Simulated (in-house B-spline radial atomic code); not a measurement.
## LC-wPBE excitations of the silicon ion Si²⁺

Method: LC-wPBE. Computed with a B-spline radial code for spherical atoms: linear response of the closed shell [Ne] 3s2 with the functional's adiabatic kernel; non-relativistic, point nucleus, no spin-orbit coupling, no double excitations, S, P, D and F terms only.

Command:
```bash
python run_td.py task.json out
```
Settings (radii: box in bohr, nucleus in fm):
```
Z                        14
electrons                12
configuration            [Ne] 3s2
hamiltonian              nr
method                   lc_wpbe
box_radius               29.48
intervals                52
```

Run time, properties included: 0.3 s on 1 thread of Intel(R) Xeon(R) 6975P-C (Granite Rapids) (shared host).

The lowest states, in the order of their Tamm-Dancoff energies; the method's threshold (minus the highest occupied level) is 32.54 eV. Labels give the largest channel, * marks a mixed state, and oscillator strengths are full-response dipole values. Semilocal kernels can invert the small singlet-triplet splittings of Rydberg terms. Energies in eV:

```
     state  full response  Tamm-Dancoff  oscillator strength
3s → 3p 3P          5.535         5.929                    -
3s → 3p 1P         10.010        10.383                  1.6
3s → 3d 3D         16.667        16.725                    -
3s → 3d 1D         18.069        18.077                    -
3s → 4s 3S         18.570        18.580                    -
3s → 4s 1S              ?             ?                    -
3s → 4p 3P              ?             ?                    -
3s → 4p 1P         21.319        21.350               0.0183
3s → 4d 3D         24.038        24.049                    -
3s → 4d 1D         24.343        24.345                    -
3s → 5s 3S         24.767        24.771                    -
3s → 4f 3F         24.877        24.879                    -
3s → 4f 1F         24.918        24.919                    -
3s → 5s 1S         24.991        24.998                    -
3s → 5p 3P         25.811        25.815                    -
3s → 5p 1P         25.918        25.927               0.0151
```

(1) Where does 3s → 4p 3P lie?

(2) Where does 3s → 4s 1S lie?

(3) How large is the singlet-triplet splitting of 3s → 3p (P terms) in Tamm-Dancoff?

(4) What polarisabilities and dispersion coefficient does the method give?

Answers

(1) At 20.969 eV in full response, 20.981 eV in Tamm-Dancoff.

(2) At 19.308 eV in full response, 19.327 eV in Tamm-Dancoff.

(3) 4.45 eV, from the unrounded values.

(4) Dipole 12.15 bohr³, quadrupole 35.01 bohr⁵, C6 42.39 hartree·bohr⁶ for two such species.
